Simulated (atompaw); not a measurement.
**Cutoff test, nickel, PAW (atompaw)**

Ni (Z = 28), PAW, made with atompaw 4.2.0.5 (PBE, scalar-relativistic). Core [Ne] 3s2, reference 3p6 3d8 4s1.5 4p0.5. Waves: 4s (bound); 4s channel at 1.35 Ry; 3p (bound); 4p (bound); 3d (bound); 3d channel at 3.3 Ry. Local part: vpsmatchnc scheme with l = 3 at 0 Ry, radius 1.95 bohr. Core correction: smooth core density matched at 1.15 bohr. Augmentation charge: sinc compensation charge, radius 1.65 bohr; PAW radius 2.05 bohr; waves and projectors: bloechl.

The pseudo-atom Hamiltonian at the reference potential is diagonalised in spherical Bessel functions j_l(qr) that vanish at 20 bohr, with q² up to the cutoff. All-electron valence levels (Ry): 4s -0.4638, 3p -5.3241, 4p -0.1257, 3d -0.7275.

Task: How do the lowest levels (Ry) of each channel move with the cutoff, and are there ghosts?

Result:

```
cutoff (Ry)     s #1     s #2     p #1     p #2     d #1    d #2    f #1  Σ f·Δε (mRy)
          8  -0.4629  -0.0208  -3.2373  -0.0482   0.0306  0.0870  0.0951       18625.3
         15  -0.4636  -0.0208  -4.5438  -0.0753  -0.2918  0.0443  0.0951        8193.0
         21  -0.4638  -0.0209  -4.9105  -0.0896  -0.5267  0.0430  0.0951        4105.2
         35  -0.8375  -0.4638  -5.2591  -0.1163  -0.6805  0.0424  0.0951         769.8
         45  -1.8026  -0.4638  -5.3065  -0.1227  -0.7127  0.0422  0.0951         225.7
         60  -2.2426  -0.4638  -5.3210  -0.1252  -0.7254  0.0421  0.0951          35.3
         80  -2.3059  -0.4638  -5.3238  -0.1257  -0.7272  0.0421  0.0951           3.2
        110  -2.3111  -0.4638  -5.3240  -0.1257  -0.7275  0.0421  0.0951           0.1
        400  -2.3114  -0.4638  -5.3240  -0.1257  -0.7275  0.0421  0.0951           0.0
```

Result: ghost state, extra bound levels that the all-electron valence spectrum of the same l lacks: s at -31.4 eV (a true bound ghost makes a file unfit for plane-wave use); 10 mRy is reached at 80 Ry and 1 mRy at 90 Ry.
